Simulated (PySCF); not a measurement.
# A ladder of Hamiltonians for Nd⁵⁰⁺ (neodymium, charge +50)

Occupied: 1s1/2, 2s1/2, 2p1/2, 2p3/2. Hartree-Fock calculated with PySCF 2.14 in an even-tempered Gaussian basis (19 s from 9.6 bohr⁻², ratio 2.3; 15 p from 11 bohr⁻², ratio 2.3), Gaussian nucleus throughout. NR is non-relativistic, sf-X2C the spin-free one-electron X2C Hamiltonian, X2C adds the bare one-electron spin-orbit term, X2C-SNSO screens it by Boettger's factors, DC is four-component Dirac-Coulomb, and the Gaunt and Breit terms are added at first order (total energies over the DC spinors, levels after relaxing the spinors in that mean field). QED terms are absent. Levels marked empty are virtual spinors of this ion.

| Hamiltonian | E (hartree) | E − E(DC) (hartree) | CPU seconds |
| --- | --- | --- | --- |
| NR | -6689.1489 | 302.7491 | 0.45 |
| sf-X2C | -6985.4816 | 6.4164 | 0.27 |
| X2C | -6989.6760 | 2.2220 | 0.35 |
| X2C-SNSO | -6989.3881 | 2.5099 | 0.35 |
| DC | -6991.8980 | 0.0000 | 15 |
| DC+Gaunt | -6984.7319 | 7.1661 | 26 |
| DC+Breit | -6985.3583 | 6.5397 | 74 |

```
   level (eV)        NR    sf-X2C       X2C  X2C-SNSO        DC  DC+Gaunt  DC+Breit
        1s1/2  -45190.5  -47497.3  -47492.0  -47492.3  -47536.4  -47417.7  -47425.5
        2s1/2  -10000.9  -10650.1  -10648.8  -10648.9  -10654.6  -10642.2  -10643.0
        2p1/2   -9694.9   -9918.8  -10313.0  -10298.3  -10301.6  -10279.8  -10282.1
        2p3/2   -9694.9   -9918.8   -9748.8   -9754.2   -9758.3   -9743.2   -9745.5
3s1/2 (empty)   -4103.0   -4304.8   -4304.6   -4304.6   -4305.9   -4302.7   -4303.1
3p1/2 (empty)   -4000.4   -4089.6   -4192.1   -4188.3   -4189.1   -4183.5   -4184.3
3p3/2 (empty)   -4000.4   -4089.6   -4045.0   -4046.5   -4047.3   -4043.5   -4044.3
```

```json
{"interval (eV)": "2p3/2 − 2p1/2", "X2C": "564.2", "X2C-SNSO": "544.1", "DC": "543.3", "DC+Gaunt": "536.6", "DC+Breit": "536.6"}
{"interval (eV)": "3p3/2 − 3p1/2", "X2C": "147.1", "X2C-SNSO": "141.8", "DC": "141.8", "DC+Gaunt": "140.0", "DC+Breit": "140.0"}
```

Weight of the small component: 1s1/2 0.0496, 2s1/2 0.0113, 2p1/2 0.0112, 2p3/2 0.0105, 3s1/2 0.00437, 3p1/2 0.00432, 3p3/2 0.00416.

Koopmans' value for the highest occupied level at DC+Breit: 9745.5 eV, against an ionisation energy of 9742 ± 4 eV (theoretical estimate listed by NIST; NIST Atomic Spectra Database, ionization energies); the former lacks relaxation, correlation, QED and recoil.

The whole ladder took 120 s of wall time on 1 thread of Neoverse-V1 (shared host), launched as `OMP_NUM_THREADS=1 python relrun2.py TASK.json OUT` (a driver that calls PySCF for each Hamiltonian).

Dirac-Coulomb iterations, started from the X2C spinors:

```
with_ssss True, with_gaunt False, with_breit False
light speed = 137.03599967994
init E= -6960.26385877514
cycle= 1 E= -6991.89720553993  delta_E= -31.6  |g|= 1.71  |ddm|= 0.0802
cycle= 2 E= -6991.8979759036  delta_E= -0.00077  |g|= 0.0216  |ddm|= 0.00307
cycle= 3 E= -6991.89797670589  delta_E= -8.02e-07  |g|= 0.000702  |ddm|= 0.000137
cycle= 4 E= -6991.89797670678  delta_E= -8.95e-10  |g|= 3.31e-06  |ddm|= 3.86e-06
```
